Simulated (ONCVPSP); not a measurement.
## Potentials for magnesium (Mg) compared

Generated with ld1.x 7.5 (TM, RRKJ, ultrasoft, PAW), atompaw 4.2 or ONCVPSP 4.0.1. The cutoff is in Ry: for ld1.x and atompaw files where the sum of valence levels is converged to 10 mRy in a Bessel basis, for ONCV files where the hardest occupied wave has 1 mHa per electron of residual kinetic energy. The error is the largest all-electron minus pseudo excitation energy over each file’s own four to seven test configurations (ionisations up to +4, promotions, holes and added fractions of an electron), all of which were solved. The labels leave out finer settings (local radius, basis sizes, second energies), which also bear on the numbers. Spin-polarised tests are not counted. The rows are a selection from randomly drawn settings: files with unsolved tests, undetermined cutoffs or missed reference levels are left out.

A true bound ghost makes a file unfit for plane-wave use even where its test errors are small: the radial tests pick states by their node count and pass the ghost by.

| potential | cutoff (Ry) | largest error (meV) | bound ghosts |
| --- | --- | --- | --- |
| ONCV, PBEsol, scalar-relativistic, rc 1.15/1.15/1.10 (spd), local smoothed, core correction yes, reference 2s2 2p6 3s1.75, qcut 9.4/11.2/8.2, projectors 2/2/3 | 106 | -1.8 | none |
| ONCV, PBE, scalar-relativistic, rc 2.75/1.05 (sp), local smoothed, core correction yes, reference 2p6 3s1 3p1, qcut 3/14.6, projectors 1/2 | 146 | -6.3 | s |
| ONCV, PBE, scalar-relativistic, rc 1.25/0.70/1.00 (spd), local smoothed, core correction no, reference 2s2 2p6 3s2, qcut 10.1/20.1/9.1, projectors 2/3/1 | 285 | -0.7 | none |
| ONCV, PBE, scalar-relativistic, rc 1.05/0.85 (sp), local smoothed, core correction yes, reference 2s2 2p6 3s2, qcut 14.9/16.4, projectors 2/2 | 201 | -0.7 | none |
| ONCV, PBE, scalar-relativistic, rc 0.95/0.85 (sp), local smoothed, core correction no, reference 2s2 2p6 3s1.5, qcut 14.7/18.4, projectors 2/2 | 224 | -0.2 | none |

Question: Fill in the row for Mg: ONCV, PBE, scalar-relativistic, rc 1.05/1.10/0.95 (spd), local smoothed, core correction no, reference 2s2 2p6 3s2, qcut 15/15.8/9, projectors 2/1/2.

Answer: cutoff 154 Ry, largest error -183 meV, bound ghosts: none.

Question: Fill in the row for Mg: ONCV, Wu-Cohen, scalar-relativistic, rc 1.00/0.75 (sp), local smoothed, core correction no, reference 2s2 2p6 3s2, qcut 13.8/23, projectors 2/2.

Answer: cutoff 294 Ry, largest error -63 meV, bound ghosts: none.

Question: Fill in the row for Mg: ONCV, PBE, scalar-relativistic, rc 1.00/1.25 (sp), local smoothed, core correction yes, reference 2s2 2p6 3s2, qcut 11.8/9.5, projectors 2/2.

Answer: cutoff 98 Ry, largest error -2.3 meV, bound ghosts: none.
